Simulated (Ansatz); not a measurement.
A nudged elastic band was laid between two geometries of H$_{7}$N$_{3}$Si (11 atoms, charge 0, multiplicity 1).

Computed with Ansatz, RKS PBE0/cc-pVDZ.

```yaml
movable_images: 5
climbing_image: yes
spring: 5.0 eV/Å²
optimiser: quadratic models (default)
start_path: IDPP
force_threshold: 0.03 eV/Å
iteration_limit: 60
end_points: relaxed
```

First end point:

```xyz
11
Properties=species:S:1:pos:R:3
N -1.260 0.945 -0.087
Si 0.323 0.214 0.003
N 0.400 -0.337 1.656
N 0.466 -0.976 -1.266
H -1.538 1.324 -0.988
H -1.487 1.615 0.644
H 1.539 1.079 -0.186
H 1.294 -0.731 1.939
H -0.340 -0.975 1.939
H 1.032 -0.733 -2.073
H -0.364 -1.482 -1.559
```

Last end point:

```xyz
11
Properties=species:S:1:pos:R:3
N -1.122 1.213 0.212
Si 0.306 0.207 0.148
N -0.096 -1.137 1.177
N 0.877 -0.555 -1.318
H -1.995 0.803 -0.109
H -1.033 2.151 -0.169
H 1.421 1.144 0.522
H 0.610 -1.862 1.265
H -0.471 -0.906 2.092
H 1.343 0.048 -1.990
H 0.226 -1.164 -1.809
```

Which bonds break or form, and what moves?

No bond is made or broken. The dihedral H5–N1–Si2–N3 goes from -179 to -60°.

What energy profile does the band end with?

The run converged. The highest image is number 4 of 0 to 6, 0.066 eV above the first end and 0.106 eV above the last; the last end lies 0.039 eV below the first. A vibrational analysis at the climbing image gives one clearly imaginary mode, 139i cm⁻¹: a first-order saddle point.

| image | path coordinate (Å) | energy (eV) | dihedral H5–N1–Si2–N3 (°) |
| --- | --- | --- | --- |
| 0 | 0.00 | 0.000 | -179 |
| 1 | 0.38 | 0.007 | -172 |
| 2 | 0.76 | 0.055 | -163 |
| 3 | 1.14 | 0.062 | -153 |
| 4 | 1.52 | 0.066 | -136 |
| 5 | 2.35 | 0.018 | -96 |
| 6 | 3.19 | -0.039 | -60 |

What is the geometry of the highest image?


```xyz
11
Properties=species:S:1:pos:R:3:forces:R:3
N -1.268 0.968 0.063 0.00 -0.02 0.00
Si 0.307 0.185 0.108 0.00 0.02 -0.01
N 0.147 -1.090 1.280 -0.02 -0.01 -0.01
N 0.778 -0.564 -1.388 0.00 0.02 0.00
H -1.597 1.172 -0.878 0.00 0.01 0.00
H -1.360 1.815 0.618 0.00 0.00 0.00
H 1.398 1.180 0.410 0.01 -0.01 0.00
H 0.985 -1.457 1.721 0.01 0.00 0.00
H -0.586 -0.957 1.969 0.00 0.00 0.02
H 1.053 0.029 -2.165 0.00 -0.01 0.00
H 0.207 -1.338 -1.717 0.00 0.00 0.00
```

What are the harmonic wavenumbers there?

139i, 202, 232, 249, 324, 376, 418, 434, 500, 735, 748, 770, 837, 853, 881, 938, 971, 1540, 1545, 1561, 2152, 3562, 3577, 3587, 3654, 3681, 3690 cm⁻¹.

The band took 21 iterations and about 5 core-minutes.

Run time: 2.7 min on 2 threads of AMD EPYC 7R13 Processor (Zen 3) (shared host), peak memory 0.23 GiB.
